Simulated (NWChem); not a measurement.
System: C3H7NSi; SMILES [C@@H](C#N)(C)[SiH3]

Input file for NWChem:

```
start job
memory heap 200 mb stack 900 mb global 1100 mb
geometry units angstroms noautoz
  C     -1.802457     0.119491     0.208545
  C     -0.399833     0.120636    -0.447650
  Si     0.641254    -1.413982     0.059424
  C      0.344913     1.336772    -0.129844
  N      0.949704     2.289415     0.149904
  H     -2.387032     0.986705    -0.115146
  H     -1.727276     0.150984     1.299939
  H     -2.348702    -0.786523    -0.072893
  H     -0.512985     0.077729    -1.540070
  H      0.829628    -1.415387     1.531687
  H      1.957296    -1.384989    -0.625145
  H     -0.110866    -2.630550    -0.348615
end
basis spherical
  * library def2-tzvp
end
dft
  xc becke88 lyp
  iterations 150
  semidirect filesize 400000000
  mulliken
end
task dft energy
```

The geometry was optimised at B3LYP/6-31G* (spherical d).

Question: Predict the main results of this run. (BLYP/def2-TZVP.) Quantities: energy (Ha); highest occupied level (eV); orbital gap (eV); dipole (D).

Answer: 
| Item | Result |
|---|---|
| energy (Ha) | -462.75 |
| highest occupied level (eV) | -7.30 |
| orbital gap (eV) | 6.52 |
| dipole (D) | 3.99 |
